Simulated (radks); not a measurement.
Values are calculated unless marked as measured or tabulated.
Se I, 34 electrons, occupied as [Ar] 3d10 4s2 4p4.

Level of theory: non-relativistic Kohn-Sham, LDA (Slater exchange, VWN5 correlation), spin-polarised, spherical densities, point nucleus; open shells are filled with parallel spins first; hard spherical wall at 2.5 bohr (a radial shooting solver on a logarithmic mesh with Libxc functionals).

Energy parts (eV):
part                       energy
total                  -65155.868
kinetic                 65563.699
electron-nucleus      -157266.242
Hartree                 28859.624
exchange-correlation    -2312.949

Orbitals (lengths in bohr, moments of r in powers of bohr):
orbital  occ.  eigenvalue (eV)     <r^2>
1s up       1        -12248.83  0.002718
1s down     1        -12248.55  0.002718
2s up       1        -1530.387   0.04726
2s down     1        -1530.196   0.04726
2p up       3        -1372.331   0.03658
2p down     3        -1372.062   0.03658
3s up       1        -178.3057    0.4003
3s down     1        -177.9367    0.3996
3p up       3        -124.1706    0.4232
3p down     3        -123.7585    0.4220
3d up       5         -28.2868    0.5177
3d down     5         -27.7657    0.5112
4s up       1           9.7103     2.227
4s down     1          11.7553     2.223
4p up       3          25.2262     2.350
4p down     1          27.2896     2.347
4d up       0          53.5719     2.472
4d down     0          55.5611     2.476
5s up       0         115.7313     2.542
5s down     0         117.1794     2.544
5p up       0         131.7302     2.475
5p down     0         133.1663     2.475

The highest occupied level is 4p down at 27.290 eV. The spin density at the nucleus is -0.4599 e/bohr^3 (1s -0.2675, 2s 0.0452, 3s -0.0313, 4s -0.2063), a Fermi contact field of -24.1 T. The pressure on the wall is 2580 GPa. Summed over all electrons, <r^2> = 22.65 bohr^2, which gives a Langevin (diamagnetic) susceptibility term of -17.9 x 10^-6 cm^3/mol. The density falls to 0.001 e/bohr^3 at r = 2.43 bohr. The electron density at the nucleus is 2.7e+04 e/bohr^3.
